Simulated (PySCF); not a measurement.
Two-component Hartree-Fock for Yb⁵³⁺ (ytterbium, charge +53)

Start: [Ne] 3s2 3p5; 3p1/2 filled at m_j = +1/2; 3p3/2 filled at m_j = -3/2, -1/2, +1/2, +3/2. Calculated with PySCF 2.14 in an uncontracted even-tempered set (18 s from 15 bohr⁻², ratio 2.4; 14 p from 19 bohr⁻², ratio 2.4; 4 d from 70 bohr⁻², ratio 2.6; 4 f from 100 bohr⁻², ratio 2.6): generalised Hartree-Fock with the X2C-1e Hamiltonian and a Gaussian nucleus; one run each with spin-orbit coupling (SO) screened by Boettger's factors, then bare. This is a chosen level, not necessarily the ground level.

```tsv
spinor shell	electrons	ε, screened SO (eV)	ε, bare SO (eV)	weight of nominal j (bare SO)	rms radius, bare SO (bohr)
1s1/2	2	-65446.9	-65446.2	1.000	0.0223
2s1/2	2	-14246.2	-14246.1	1.000	0.0890
2p1/2	2	-13766.6	-13792.8	1.000	0.0756
3s1/2	2	-5569.4	-5569.4	1.000	0.215
3p1/2	1	-5390.6	-5397.2	1.000	0.204
3p3/2	4	-5109.4	-5107.2	1.000	0.216
```

Task: Where does 2p3/2 lie, and what is the 2p spin-orbit splitting (bare SO)?

Result: At -12692.4 eV, 1100.4 eV above 2p1/2.

```json
{"quantity": "E (hartree)", "screened SO": "-11234.74087", "bare SO": "-11235.32349"}
{"quantity": "M_J", "screened SO": "1/2", "bare SO": "1/2"}
{"quantity": "⟨J²⟩", "screened SO": "0.750", "bare SO": "0.750"}
{"quantity": "⟨L²⟩", "screened SO": "2.031", "bare SO": "2.033"}
{"quantity": "⟨S²⟩", "screened SO": "0.780", "bare SO": "0.782"}
```

Each row is a mean over spinors that exchange with the open shell spreads, by up to 19.115 eV (2p1/2).

Breit and QED terms are absent; they matter most for the inner s and p1/2 levels.

Densities and radii are taken from the X2C orbitals without a picture-change correction, which distorts them close to the nucleus.
